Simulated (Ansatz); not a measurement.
Reactions of C₃H₆ClFO (`FCOCCCl`).

Calculated with Ansatz (gas phase, PBE0-D4/def2-TZVP geometries, no zero-point term in ΔE). CCSD(T)/CBS adds triple-zeta CCSD(T) − MP2 to the extrapolated MP2 energy (def2 sets, frozen cores). This one scheme is used for every species. Functionals use def2-TZVPP. For Ge outer-core shells are correlated without core-valence functions, which leaves a few kJ/mol of doubt a bond. Scalar relativity is left out up to krypton. Each species was taken in one conformer, which may not be the lowest.

| reaction | PBE0-D4 (kJ/mol) | ωB97M-V (kJ/mol) | MP2/CBS(def2) (kJ/mol) | B2PLYP (kJ/mol) |
| --- | --- | --- | --- | --- |
| `FCOCCCl` + `CC` → `CCCOCF` + `CCl` | 5 | 5 | 5 | 6 |
| `FCOCCCl` + `CF` → `FCCCCl` + `OCF` | -53 | -52 | -57 | -49 |
| `FCOCCCl` + `OC1=CC1` → `OC1=C(CCl)C1` + `COCF` | -9 | -2 | -7 | -8 |
| `FCOCCCl` + CH₃OH → `COCCCl` + `OCF` | -2 | -1 | -2 | -2 |
| `FCOCCCl` + `[NH2][GeH2][OH]` → `[NH2][GeH]([OH])[CH2]Cl` + `COCF` | -23 | -23 | -28 | -24 |
| `FCOCCCl` + H₂ → `COCF` + `CCl` | -47 | -46 | -41 | -53 |

Question: Give the CCSD(T)/CBS values in the same order. (An estimate is asked.)

Answer: Ansatz gave: 4, -53, -3, -2, -26, -45 kJ/mol.

Largest T1 diagnostic: 0.012, for `OC1=CC1`.
